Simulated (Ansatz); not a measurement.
System: sum formula AlNO2H4 (charge 0, singlet). 
Structure (B3LYP-D3(BJ)/def2-TZVP (Ansatz, a first-principles code) minimum search):
```xyz
8

N     -1.7044    -0.3305     0.1265
Al     0.0216     0.0045    -0.0016
O      1.0682    -1.3204    -0.1589
O      0.6797     1.5706     0.0246
H     -2.0946    -1.2592     0.1110
H     -2.4330     0.3568     0.2238
H      2.0179    -1.2242    -0.2340
H      0.1765     2.3799     0.1092
```

Property: vertical ionisation energy (to the doublet state of charge +1; each state is the SCF solution reached for its spin), in eV. Correlated levels leave the core frozen unless marked. Open shells are spin-unrestricted. Spin-orbit coupling is left out. Non-relativistic. CBS(X,Y): correlation extrapolated as X^-3; Hartree-Fock from the larger set. The bracket is a focal-point correction in the basis named.

Level to compare with: RI-MP2/CBS(aug-cc-pV(T+d)Z,aug-cc-pV(Q+d)Z)+[CCSD(T)-MP2]/aug-cc-pV(T+d)Z (Ansatz), 10.15 eV. It is a level with limits of its own, and the differences hold the functionals' basis error too.

Question: Rank these functionals by how close they come to RI-MP2/CBS(aug-cc-pV(T+d)Z,aug-cc-pV(Q+d)Z)+[CCSD(T)-MP2]/aug-cc-pV(T+d)Z, closest first: PBE/def2-TZVPD (Ansatz); SVWN5/def2-TZVPD (Ansatz); wB97M-V/def2-TZVPD (Ansatz).

Answer: wB97M-V/def2-TZVPD (range-separated hybrid meta-GGA with VV10, 10.04 eV, difference -0.11), SVWN5/def2-TZVPD (LDA, 9.84 eV, difference -0.31), PBE/def2-TZVPD (GGA, 9.57 eV, difference -0.58)
